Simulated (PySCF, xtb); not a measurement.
CH5MgN, SMILES [CH3][Mg][NH2]. The values are those of a single conformer.

Harmonic wavenumbers (cm⁻¹) from GFN2-xTB (xtb) at its own minimum, in rising order: 28, 82, 112, 340, 404, 441, 516, 521, 571, 1186, 1475, 1479, 1538, 2982, 2987, 2998, 3359, 3386.

Problem. What does PySCF 2.14.0 with PBE-D3(BJ)/def2-TZVP give at its own minimum? (Estimate from the structure and the level; the computed values follow.)

Solution. 17, 115, 117, 242, 461, 482, 564, 574, 719, 1107, 1401, 1401, 1511, 2957, 3035, 3038, 3465, 3545. Paired by order, the mean absolute difference is 63 cm⁻¹ and the zero-point energies are 34.9 and 35.4 kcal/mol.
